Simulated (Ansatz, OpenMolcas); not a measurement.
**How methods differ on CH3BFN (SMILES BN=CF)**

CH3BFN: 7 atoms, total charge 0, spin state singlet. As SMILES, `BN=CF`. The coordinates come from a PBE0-D4/def2-TZVP relaxation.

```jsonl
{"atom": "B", "x (Å)": "-0.4805", "y (Å)": "1.0898", "z (Å)": "0.5709"}
{"atom": "N", "x (Å)": "0.0186", "y (Å)": "-0.0084", "z (Å)": "-0.0665"}
{"atom": "C", "x (Å)": "0.4668", "y (Å)": "-1.0069", "z (Å)": "-0.6117"}
{"atom": "F", "x (Å)": "0.7399", "y (Å)": "-2.1320", "z (Å)": "0.0607"}
{"atom": "H", "x (Å)": "0.2844", "y (Å)": "1.8971", "z (Å)": "1.0099"}
{"atom": "H", "x (Å)": "-1.6663", "y (Å)": "1.2142", "z (Å)": "0.6598"}
{"atom": "H", "x (Å)": "0.6982", "y (Å)": "-1.1220", "z (Å)": "-1.6690"}
```

Each level gives the energy change with the N2–C3 bond stretched from 1.223 to 2.690 Å (eV). The values are calculated.

| level | kind | program | value (eV) | less CCSD(T)/aug-cc-pVDZ | CPU time (all runs) |
| --- | --- | --- | --- | --- | --- |
| HF/aug-cc-pVDZ (restricted) | Hartree–Fock | Ansatz | 7.19 | -0.31 | 16 s |
| BLYP/aug-cc-pVDZ (restricted) | GGA | OpenMolcas | 7.56 | +0.06 | 2.5 min |
| revPBE/aug-cc-pVDZ (restricted) | GGA | Ansatz | 7.71 | +0.21 | 25 s |
| r2SCAN/aug-cc-pVDZ (restricted) | meta-GGA | Ansatz | 8.19 | +0.69 | 37 s |
| wB97M-V/aug-cc-pVDZ (restricted) | range-separated hybrid | Ansatz | 7.77 | +0.27 | 2 min |
| wB97X/aug-cc-pVDZ (restricted) | range-separated hybrid | Ansatz | 7.98 | +0.48 | 61 s |
| CCSD(T)/aug-cc-pVDZ (restricted) | coupled cluster or CI | Ansatz | 7.50 | 0.00 | 1.7 min |
| CCSD/aug-cc-pVDZ (restricted) | coupled cluster or CI | Ansatz | 7.51 | +0.01 | 79 s |

Differences are taken from CCSD(T)/aug-cc-pVDZ (restricted) for orientation; it has basis-set and higher-order errors of its own. Its T1 diagnostic reaches 0.033, a sign that one reference may not serve. At this stretch a single reference begins to fail. The first shape isn't each level's own minimum. The values span 7.19 to 8.19 eV. CPU times are rough (shared hosts, several kinds of processor and program).
